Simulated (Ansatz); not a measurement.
Consider the isomerisation: `CBCSC` → `CSB(C)C`.

Program: Ansatz. Geometries: PBE0-D4/def2-TZVP. ΔE: electronic, gas phase. CCSD(T)/CBS is the MP2 limit (def2-TZVPP, def2-QZVPP) plus CCSD(T) − MP2 in def2-TZVPP, frozen cores. DFT in def2-TZVPP. B3LYP here is the variant with VWN-RPA as its local correlation; programs differ in this. Each species was taken in one conformer, which may not be the lowest.

`CBCSC`:

```xyz
14

C    -0.794   -1.692    1.518
B    -0.144   -0.284    1.583
C     0.268    0.562    0.334
S    -0.100   -0.173   -1.262
C     0.562    1.089   -2.355
H    -0.659   -2.293    2.418
H    -0.526   -2.272    0.632
H    -1.877   -1.502    1.434
H     0.037    0.247    2.646
H    -0.197    1.554    0.416
H     1.350    0.747    0.427
H     0.393    0.753   -3.379
H     1.635    1.221   -2.201
H     0.052    2.044   -2.210
```

`CSB(C)C`:

Z-matrix (Å, degrees):
```
C
S 1 1.807
H 1 1.089 2 111.0
H 1 1.090 2 110.9 3 -122.2
H 1 1.089 2 107.4 3 119.0
B 2 1.786 1 105.9 3 57.3
C 6 1.569 2 115.8 1 -179.9
C 6 1.570 2 122.3 1 -1.1
H 7 1.096 6 109.9 2 125.3
H 7 1.097 6 109.3 2 -119.2
H 7 1.091 6 115.2 2 2.7
H 8 1.098 6 109.2 2 -74.8
H 8 1.093 6 113.5 2 43.2
H 8 1.092 6 112.4 2 166.7
```

| level | ΔE (kJ/mol) | difference from CCSD(T)/CBS |
| --- | --- | --- |
| LDA (SPW92) | -148.3 | -6.6 |
| PBE-D4 | -145.4 | -3.7 |
| revPBE-D4 | -144.2 | -2.5 |
| BLYP-D4 | -142.0 | -0.3 |
| r2SCAN-D4 | -147.1 | -5.4 |
| B97M-V | -148.7 | -7.0 |
| PBE0-D4 | -144.0 | -2.3 |
| B3LYP-D4 | -141.5 | 0.2 |
| r2SCANh-D4 | -146.5 | -4.8 |
| r2SCAN0-D4 | -145.5 | -3.8 |
| BHLYP-D4 | -139.7 | 2.0 |
| CAM-B3LYP-D4 | -140.0 | 1.7 |
| ωB97X-V | -138.0 | 3.7 |
| ωB97M-V | -140.0 | 1.7 |
| B2PLYP | -142.1 | -0.4 |
| PBE-QIDH | -144.4 | -2.7 |
| revPBE | -142.0 | -0.3 |
| BLYP | -139.5 | 2.2 |
| r2SCAN | -146.8 | -5.1 |
| PBE0 | -142.9 | -1.2 |
| B3LYP | -139.4 | 2.3 |
| r2SCANh | -146.1 | -4.4 |
| r2SCAN0 | -145.1 | -3.4 |
| BHLYP | -138.0 | 3.7 |
| CAM-B3LYP | -138.7 | 3.0 |
| LC-ωPBE | -140.0 | 1.7 |
| HF/def2-SVP | -140.8 | 0.9 |
| MP2/def2-SVP | -157.6 | -15.9 |
| CCSD/def2-SVP | -152.8 | -11.1 |
| CCSD(T)/def2-SVP | -155.3 | -13.6 |
| HF/def2-TZVPP | -131.0 | 10.7 |
| MP2/def2-TZVPP | -146.6 | -4.9 |
| SCS-MP2/def2-TZVPP | -141.2 | 0.5 |
| CCSD/def2-TZVPP | -141.5 | 0.2 |
| CCSD(T)/def2-TZVPP | -144.1 | -2.4 |
| HF/def2-QZVPP | -129.9 | 11.8 |
| MP2/def2-QZVPP | -144.8 | -3.1 |
| SCS-MP2/def2-QZVPP | -139.6 | 2.1 |
| HF/CBS(def2) | -129.7 | 12.0 |
| MP2/CBS(def2) | -144.2 | -2.5 |
| CCSD(T)/CBS | -141.7 | 0 |

Largest T1 diagnostic among the species: 0.012.

Leaving LDA and LC-ωPBE aside and taking each functional with its dispersion term where it has one, the values spread over 10.7 kJ/mol, from B97M-V to ωB97X-V. LDA lies −4.2 kJ/mol from PBE without D4. In def2-TZVPP, CCSD(T) changes the Hartree–Fock value by −13.1 kJ/mol (the triples alone add −2.6 kJ/mol) and MP2 by −15.6 kJ/mol. At CCSD(T), def2-SVP lies −13.6 kJ/mol from the extrapolated value and def2-TZVPP −2.4 kJ/mol.
